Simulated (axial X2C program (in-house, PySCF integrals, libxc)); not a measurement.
**What spin–orbit coupling does to NaBa⁻**

Computed with an axial X2C code built on PySCF integrals. Spin-free means the one-electron spin-free X2C Hamiltonian; two-component (2c) means X2C with spin–orbit coupling and atomic mean-field two-electron Coulomb and Gaunt terms, so the difference of the two also holds small scalar two-electron terms. Basis: Ba dyall-acv3z [15s15p10d6f1g], Na dyall-av3z [10s9p5d2f] (cores contracted in-house); Gaussian nuclei, density fitting, unrestricted open shells. Masses: Ba 137.905 u, Na 22.990 u.

Spin-free state: M_S = 0, Λ = 0 (closed shell); fragments Ba + Na- for PBE0, MP2, LDA; Ba- + Na for HF.

```tsv
level	Re (Å)	ωe (cm⁻¹)	De (eV)	μ (D)
PBE0	4.219	78.7	0.612	-5.70
HF	4.593	60.9	n/a	-6.46
MP2	4.367	71.2	0.455	n/a
LDA	4.047	84.6	0.703	-5.99
```

Correlated methods: 12 electrons correlated (number of frozen shells: Ba 4 s, 3 p, 2 d; Na 2 s, 1 p), 366 virtual spin orbitals or spinors in MP2.

Dipoles are positive if Na is the positive end and refer to the centre of mass.

Two-component determinant lowest at the distance of the search:

Ω = 0 (closed shell); fragments Ba + Na- for PBE0, MP2, LDA; Ba- + Na for HF.

```
level  Re (Å)  ωe (cm⁻¹)  De (eV)  μ (D)
 PBE0   4.214       78.8    0.614  -5.67
   HF   4.589       60.9      n/a  -6.43
  MP2   4.362       71.3    0.456    n/a
  LDA   4.042       84.8    0.707  -5.95
```

Question: From the two tables, how do the constants change at the MP2 level (2c against spin-free)?

Answer: At the MP2 level Re goes down by 0.005 Å and ωe is unchanged to within 0.2 cm⁻¹; De changes by 0.001 eV.

The state is a single determinant with fixed occupations, the lowest that a limited PBE0 search found. Closed shells are restricted here (equal orbitals for both partners); the stretched side of such a curve lies too high. De is counted from the lowest determinant-based energies of the atoms at the same level, without counterpoise correction. De is not given where an atomic determinant may have missed its ground term or J level, or where the truncated virtual space spoils (T). PBE0 can misorder states that lie within some tenths of an eV, so this need not be the ground state of the molecule. The nearest other spin-free determinant of the search, M_S = 1, Λ = 1, lies 0.47 eV up at the distance of the search. The highest occupied level of some functionals is positive through self-interaction error; at Hartree–Fock it is bound. With the outer-core shells frozen, correlated bond lengths of heavy atoms tend to come out a few hundredths of an ångström too long.
